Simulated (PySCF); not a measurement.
Telling isomers of C5H6O4Si apart by NMR

Single conformer, non-relativistic, one averaged value for each set of equivalent atoms, gas phase. Shielding tensors at PBE0/pcSseg-1 (GIAO); geometry: GFN2-xTB; PySCF 2.14.

Referencing at the same level of theory: 1H (σref 31.72) and 13C (σref 186.93) vs TMS. Where no couplings were computed, multiplicities follow the n + 1 count of equivalent neighbours, and m marks all less simple cases (inequivalent or close neighbours, rings, F or P nearby). Shifts are as computed. Against solution values, carbons near 30 ppm lie about +3 ppm off and those near 130 ppm about +5 ppm. Of 1211 compounds with measured shifts, 218 miss one by over three times the rms of a fit or turn the order of signals round; such compounds aren't used in these exercises.

(1) Tabulate the signals of `O=C=C(C=O)[C@@H]([SiH3])OC=O`, `C=C[Si]1(C)OC(=O)C(=O)O1` and their relative energies.

(2) What is the quickest way to tell O=C=C(C=O)[C@@H]([SiH3])OC=O from C=C[Si]1(C)OC(=O)C(=O)O1?

Results:

(1) 
| SMILES | carbon types | δC | δH | E rel. (kcal/mol) |
| --- | --- | --- | --- | --- |
| O=C=C(C=O)[C@@H]([SiH3])OC=O | 2×C 3×CH | 206.6, 185.2, 164.3, 61.3, 58.4 | 9.90 (s, 1H), 8.11 (s, 1H), 5.65 (q, 1H), 4.00 (d, 3H) | 87.6 |
| C=C[Si]1(C)OC(=O)C(=O)O1 | 2×C 1×CH 1×CH2 1×CH3 | 157.6, 149.7, 135.4, 0.9 | 6.81 (m, 1H), 6.58 (m, 1H), 6.20 (m, 1H), 0.68 (s, 3H) | 0.0 |

Energies are electronic energies at PBE0/pcSseg-1 on these geometries, without zero-point or thermal terms, each for the one conformer computed, which needn't be the lowest.

(2) Count the carbon signals: 5 against 4. The first has an allylic sp3 CH bonded to O and Si at 61.3 ppm, the second a terminal =CH2 carbon at 149.7 ppm. Their most deshielded carbons lie at 206.6 and 157.6 ppm. In the proton spectra the most deshielded non-exchanging signals are 9.90 (s, 1H) and 6.81 (m, 1H).
